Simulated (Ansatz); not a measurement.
Basis-set extrapolation for C2H7AlBFO (PBE0-D4/def2-TZVP geometry, frozen core, Ansatz). Multiplicity 1, RHF reference.

|  | def2-TZVPP | def2-QZVPP |
| --- | --- | --- |
| HF | -520.855706 | -520.876106 |
| MP2 correlation | -1.015010 | -1.092346 |
| CCSD(T) correlation | -1.099718 | not run |

Energies in hartree. Use E(X) = E(∞) + A·exp(−7.88·√X) for Hartree–Fock and E(X) = E(∞) + B·X^(−2.97) for correlation, with X = 3 and 4, and add CCSD(T) minus MP2 of the smaller set to the MP2 limit.

Task: What is the CCSD(T) energy at the basis-set limit?

Result: HF limit: -520.876106 + (-0.020400) × 0.13774 = -520.87892. MP2 limit: -1.092346 + (-0.077336) × 0.74074 = -1.14963. Higher-order term: -1.099718 − (-1.015010) = -0.08471. Total: -522.11326 hartree, 4.29 eV below CCSD(T)/def2-TZVPP.
